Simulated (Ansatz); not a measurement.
Isolated molecules relaxed with PBE0-D4/def2-TZVP in Ansatz; ΔE leaves out vibrations. CCSD(T)/CBS is the MP2 limit (def2-TZVPP, def2-QZVPP) plus CCSD(T) − MP2 in def2-TZVPP, frozen cores. This one scheme is used for every species. DFT in def2-TZVPP. Elements past krypton have def2 core potentials. For I outer-core shells are correlated without core-valence functions, which leaves a few kJ/mol of doubt a bond.

Consider the ligand exchange at the Si–Cl bond: `Cl[SiH](Cl)Cl` + HI → `Cl[SiH](Cl)I` + HCl.

`Cl[SiH](Cl)Cl`:

Cartesian coordinates in Å:
```
Cl -0.807 -1.821 -0.111
Si -0.071 0.069 -0.052
Cl 0.143 0.653 1.880
Cl 1.734 0.122 -0.979
H -1.000 0.978 -0.737
```

HI:

Z-matrix (Å, degrees):
```
I
H 1 1.610
```

`Cl[SiH](Cl)I`:

Cartesian coordinates in Å:
```
Cl -0.315 2.002 -0.074
Si 0.035 0.010 0.142
Cl 1.931 -0.406 -0.467
I -1.554 -1.259 -1.164
H -0.098 -0.347 1.563
```

HCl:

Cartesian coordinates in Å:
```
Cl 0.367 0.489 0.187
H -0.367 -0.489 -0.187
```

```json
{"species": "`Cl[SiH](Cl)Cl`", "B97M-V energy (Eh)": "-1670.47374"}
{"species": "HI", "B97M-V energy (Eh)": "-298.29099"}
{"species": "`Cl[SiH](Cl)I`", "B97M-V energy (Eh)": "-1508.05725"}
{"species": "HCl", "B97M-V energy (Eh)": "-460.69783"}
```

(1) Work out ΔE.

(2) What do rigid-rotor, harmonic-oscillator terms from PBE0-D4/def2-TZVP frequencies (298.15 K, 1 bar) make of the CCSD(T)/CBS value? (Estimate.)

Largest T1 diagnostic among the species: 0.009.

Answers

(1) ΔE = (-1508.05725) + (-460.69783) − (-1670.47374) − (-298.29099) = 0.00965 Eh = +0.26 eV. CCSD(T)/CBS gives +0.14 eV.

(2) Computed: ΔZPE = +0.02 eV, ΔH = +0.16 eV, ΔS = 10 J/(mol·K), ΔG = +0.13 eV.

The D4 term adds −0.04 eV with B3LYP and −0.02 eV with PBE0; it sums over pairs of atoms, weighted by their polarisabilities, and B3LYP, whose exchange is more repulsive, gets the larger term. In def2-TZVPP, CCSD(T) changes the Hartree–Fock value by −0.07 eV (the triples alone add −0.01 eV) and MP2 by −0.12 eV.

B3LYP here is the variant with VWN-RPA as its local correlation; programs differ in this.
